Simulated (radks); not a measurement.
The numbers below are computed, except where a source is named.
Spherical jellium clusters: N electrons in a uniform positive sphere of charge N and radius rs N^(1/3), rs = 5.27 bohr. Level of theory: non-relativistic Kohn-Sham, PBE, spin-polarised, spherical densities (a radial shooting solver with Libxc functionals). Levels are named by radial order and angular momentum (1s, 1p, 1d, 2s, ...), and open shells are averaged over m.

N = 2, configuration 1s2. This is the lowest configuration that the search found. Occupied and some empty levels:

level,occupation,eigenvalue (eV),<r> (bohr)
1s,2,-2.5677,5.060
1p,0,-1.2161,6.909

Energy (eV): total -3.35533, kinetic 2.0606, external -19.377, Hartree 9.6934, exchange-correlation -5.5686, background 9.8358.

Electron density:

r (bohr),n(r) (e/bohr^3)
0.219,0.003455
1.05,0.003342
1.87,0.003082
2.70,0.002685
3.53,0.002184
4.35,0.001636
5.18,0.001117
6.01,0.0006860
6.83,0.0003803
7.66,0.0001962
8.49,0.00009731
9.31,0.00004713
10.1,0.00002247
11.0,0.00001050
